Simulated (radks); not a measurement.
Results of a calculation; reference values are marked as such.
Valence configurations of Sn I (all share [Kr]). Code: a radial shooting solver on a logarithmic mesh with Libxc functionals. Model: scalar-relativistic Kohn-Sham, r2SCAN, spin-unpolarised, spherical densities, finite nucleus; meta-GGA in the generalised Kohn-Sham scheme; Fermi nuclear charge, rms radius 4.6519 fm. Energies are relative to 4d10 5s2 5p2; eigenvalues in eV.

| valence | E (eV) | e(4d) | e(5p) | e(5s) |
|---|---|---|---|---|
| 4d10 5s2 5p2 | 0.000 | -26.625 | -3.756 | -10.883 |
| 4d9 5s2 5p3 | 25.167 | -32.403 | -4.929 | -12.889 |
| 4d10 5s1 5p3 | 7.194 | -28.151 | -4.414 | -11.678 |
| 4d10 5s0.5 5p3.5 | 10.841 | -28.877 | -4.713 | -12.041 |
| 4d9.5 5s2 5p2.5 | 12.008 | -29.525 | -4.352 | -11.905 |
| 4d10 5p4 | 14.519 | -29.584 | -4.995 | - |
| 4d9 5s1 5p4 | 33.188 | -33.781 | -5.516 | -13.601 |
| 4d8 5s2 5p4 | 54.931 | -38.113 | -6.042 | -14.769 |
| 4d8 5s1 5p5 | 63.713 | -39.385 | -6.582 | -15.422 |
| 4d8.5 5s2 5p3.5 | 39.475 | -35.264 | -5.491 | -13.842 |

NIST lists [Kr] 4d10 5s2 5p2 as the ground configuration; this level of theory agrees among the configurations tried. The energies are those of spherical spin-averaged densities, not of single terms.
